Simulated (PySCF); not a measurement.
# Electron correlation in Se⁺ (selenium, charge +1)

[Ar] 3d10 4s2 4p3, high-spin 4S determinant. Calculation: PySCF 2.14, in def2-TZVPPD (7s6p5d1f, 57 functions); the non-relativistic Hamiltonian (point nucleus). Frozen: [Ar] 3d10; 5 electrons correlated.

```tsv
level	correlation energy (mhartree)
CCSD	-90.77
(T)	-2.64
CCSD(T)	-93.41
```

Diagnostics: T1 = 0.0024, D1 = 0.0047, largest double amplitude 0.041.

Problem. Is a single reference adequate?

Solution. Yes, within this model without spin-orbit coupling: T1 lies below 0.03 and no double amplitude reaches 0.07.
